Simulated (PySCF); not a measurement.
Species: C₄H₁₂BN.
Numbering: `[BH3-:1][N@H+:2]([CH3:3])[CH2:4][CH:5]=[CH2:6]` (hydrogens: H7, H8, H9 on B1; H10 on N2; H11, H12, H13 on C3; H14, H15 on C4; H16 on C5; H17, H18 on C6)

Cartesian coordinates in Å at the PBE0-D3(BJ)/def2-SVP level; atoms count from 1:
```xyz
18
C4H12BN angstrom
B     -1.7070    0.8964   -0.8524
N     -0.6729   -0.1801   -0.1989
C     -1.3048   -0.9453    0.8822
C      0.5910    0.4768    0.2090
C      1.6791   -0.4744    0.5987
C      2.7823   -0.6668   -0.1259
H     -1.1165    1.3842   -1.8103
H     -1.9393    1.7135    0.0335
H     -2.6961    0.2508   -1.1802
H     -0.4441   -0.8282   -0.9558
H     -1.5827   -0.2460    1.6821
H     -0.6370   -1.7231    1.2806
H     -2.2222   -1.4036    0.4947
H      0.3305    1.1586    1.0336
H      0.9021    1.1021   -0.6387
H      1.5572   -1.0282    1.5373
H      2.9519   -0.1223   -1.0609
H      3.5622   -1.3640    0.1913
```

Theory: PBE0-D3(BJ)/def2-SVP geometry optimisation, gas phase in PySCF.

Take the most abundant isotopes and a rigid rotor. The values belong to one conformer with, in the numbering `[BH3-:1][N@H+:2]([CH3:3])[CH2:4][CH:5]=[CH2:6]`, B1–N2–C4–C5 -170°, N2–C4–C5–C6 110°.

Task: What are A, B and C (GHz)?

Result: Ia = 75.84, Ib = 255.14, Ic = 299.26 u·Å²; 505379 MHz·u·Å²/I gives 6664, 1981 and 1689 MHz, that is A = 6.6640, B = 1.9808, C = 1.6888 GHz.

Task: What kind of rotor is it?

Result: An asymmetric top; Ray's κ = -0.883.

Task: What does the inertial defect say?

Result: Not planar: Δ = Ic − Ia − Ib = -31.71 u·Å². For a rigid frame Δ = −2 Σ m c², so Σ m c² = 15.86 u·Å² lies off the ab plane: 8.96 from hydrogen and 6.90 from heavier atoms. The atom farthest from that plane is 1.60 Å away.

Task: List the rotational levels J(Ka,Kc) to J = 3 (MHz).

Result: Above 0(0,0):
J = 1: 1(0,1) 3670, 1(1,1) 8353, 1(1,0) 8645
J = 2: 2(0,2) 10996, 2(1,2) 15400, 2(1,1) 16276, 2(2,1) 30326, 2(2,0) 30339
J = 3: 3(0,3) 21951, 3(1,3) 25962, 3(1,2) 27714, 3(2,2) 41334, 3(2,1) 41400, 3(3,1) 65489, 3(3,0) 65489

Task: Predict some low-J microwave lines.

Result: The dipole components are |μa| = 4.38 D, |μb| = 3.34 D, |μc| = 0.53 D. Intensities carry the squares of the components, which stand as 1.00 : 0.58 : 0.01 (a : b : c). Some lines, for components of 0.1 D or more:

```
type  branch         J(Ka,Kc)    MHz  lower level (cm⁻¹)
   a       Q  2(1,1) ← 2(1,2)    876               0.514
   a       Q  3(1,2) ← 3(1,3)   1752               0.866
   b       R  2(0,2) ← 1(1,1)   2643               0.279
   c       Q  1(1,1) ← 1(0,1)   4683               0.122
   b       Q  1(1,0) ← 1(0,1)   4975               0.122
   b       Q  2(1,1) ← 2(0,2)   5281               0.367
   b       Q  3(1,2) ← 3(0,3)   5763               0.732
   b       R  3(0,3) ← 2(1,2)   6552               0.514
   a       R  2(1,2) ← 1(1,1)   7047               0.279
   a       R  2(0,2) ← 1(0,1)   7326               0.122
   a       R  2(1,1) ← 1(1,0)   7631               0.288
   b       R  1(1,1) ← 0(0,0)   8353               0.000
   a       R  3(0,3) ← 2(0,2)  10956               0.367
   a       R  3(2,2) ← 2(2,1)  11009               1.012
   c       R  2(1,1) ← 1(0,1)  12606               0.122
   b       Q  3(2,1) ← 3(1,2)  13686               0.924
   c       Q  2(2,1) ← 2(1,1)  14050               0.543
   b       Q  2(2,0) ← 2(1,1)  14063               0.543
   b       Q  2(2,1) ← 2(1,2)  14926               0.514
   b       Q  3(2,2) ← 3(1,3)  15372               0.866
   c       R  3(1,2) ← 2(0,2)  16719               0.367
   b       R  2(2,1) ← 1(1,0)  21681               0.288
   c       R  2(2,1) ← 1(1,1)  21973               0.279
   c       Q  3(3,1) ← 3(2,1)  24088               1.381
   c       R  3(2,1) ← 2(1,1)  25124               0.543
   c       R  3(2,2) ← 2(1,2)  25935               0.514
   c       R  3(3,0) ← 2(2,0)  35150               1.012
   c       R  3(3,1) ← 2(2,1)  35163               1.012
```

Task: Estimate the classical rotational partition function at 10 K, 100 K and 200 K.

Result: Point group C1, symmetry number σ = 1; q = (√π/σ)·√((kT/h)³/(ABC)), k/h = 20836.6 MHz/K: 1130 at 10 K, 35700 at 100 K, 101000 at 200 K.

PBE0-D3(BJ)/def2-SVP frequencies: not computed here. Constants of a rigid frame at the computed geometry: no zero-point averaging, no centrifugal distortion. A rigid rotor knows nothing of internal rotation, which can split or shift real lines. Quadrupole hyperfine structure (11B, 14N) is left out.
